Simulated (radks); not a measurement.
The numbers below are computed, except where a source is named.
All-electron atom: Cu III in [Ne] 3s2 3p5.75 3d9 4f0.25 (fractional occupations, a model configuration). Code: a radial shooting solver on a logarithmic mesh with Libxc functionals. Model: non-relativistic Kohn-Sham, revTPSS, spin-unpolarised, spherical densities, point nucleus; meta-GGA in the generalised Kohn-Sham scheme.

Normalised radial functions P(r) = r R(r), r in bohr:

r	1s	4s
0.007791	1.9106	0.0677
0.01229	2.6464	0.0927
0.01924	3.3891	0.1152
0.03012	3.8791	0.1204
0.04751	3.7184	0.0816
0.07437	2.7114	-0.0220
0.1173	1.2759	-0.1634
0.1837	0.3163	-0.2014
0.2898	0.0273	0.0136
0.4535	0.0005	0.3149
0.7098	0.0000	0.2313
1.12	0.0000	-0.3129
1.753	0.0000	-0.7266
2.766	0.0000	-0.5801
4.329	0.0000	-0.1853
6.83	0.0000	-0.0174
10.69	0.0000	-0.0003
16.73	0.0000	0.0000

1s: eigenvalue -8794.8 eV, 0 radial nodes, <r> = 0.0529 bohr, 90 % of the charge inside 0.0941 bohr. 4s (empty): eigenvalue -23.235 eV, 3 radial nodes at r = 0.0689, 0.284, 0.884 bohr, <r> = 2.27 bohr, 90 % of the charge inside 3.36 bohr.
